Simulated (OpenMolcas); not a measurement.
**Ni4+: moving or changing the point charges**

Ni4+ among 4 point charges of -2 e arranged as a square (D4h), 2.06 Å from the ion.
```
   2.0600    0.0000    0.0000  -2.00
   0.0000    2.0600    0.0000  -2.00
  -2.0600    0.0000    0.0000  -2.00
   0.0000   -2.0600    0.0000  -2.00
```

| Item | Value |
| --- | --- |
| Program | OpenMolcas |
| Method | SS-CASPT2, IPEA 0.25 Eh, imaginary shift 0.1 Eh (closed shells correlated: 3s 3p) |
| Basis | ANO-RCC-VDZP [5s4p2d1f] |
| Scalar Hamiltonian | DKH2, point nucleus |
| Active space | 6 electrons in 5 orbitals (3d) |
| State averaging | 2S+1 = 5 even, 5 roots; 2S+1 = 3 even, 45 roots; 2S+1 = 1 even, 50 roots |
| Spin-orbit coupling | state interaction with AMFI integrals over the reference wave functions |

Runs around this geometry, states (labels of D4, the rotations of D4h). Energies in cm-1 above the lowest state or level, χT in cm3 K/mol.

```
R (Å)  q (e)  Ground state  First state of that spin  First gap with spin-orbit (degeneracies)  χT at 300 K  First state of another spin
 2.06     -1           5A1                    5E 710                                 53 (1, 2)        5.089                     3E 28950
 1.97     -2           5A1                   5E 1900                                 50 (1, 2)        4.343                    3A2 29850
 2.06     -2           5A1                   5E 1680                                 52 (1, 2)        4.457                    3A2 29920
 2.27     -2           5A1                   5E 1280                                 54 (1, 2)        4.693                     3E 29590
```

Taking the first state of the same spin as R^-n, n = -ln(1280 / 1900) / ln(2.27 / 1.97) = 2.8 between the shortest and longest distance.

Scaling the charges by -1 / -2 = 0.50 scales the first state of the same spin by 710 / 1680 = 0.42; with fixed orbitals a first-order splitting would follow the charge.

Point charges give a weaker field than real ligands, and real ions of this kind are often low spin; the high spin found here belongs to the model. Free-ion shares, where given, are those of the reference states; single-state CASPT2 does not remix them. The ground term spreads over less than 5000 cm-1, several times less than with real ligands, so orbital moments are less quenched and χT lies further from the spin-only value than at real sites (holds for R = 2.06, q = -1). Point charges carry no covalency, so the field is a model and not that of real ligands. No measured value stands beside these numbers.
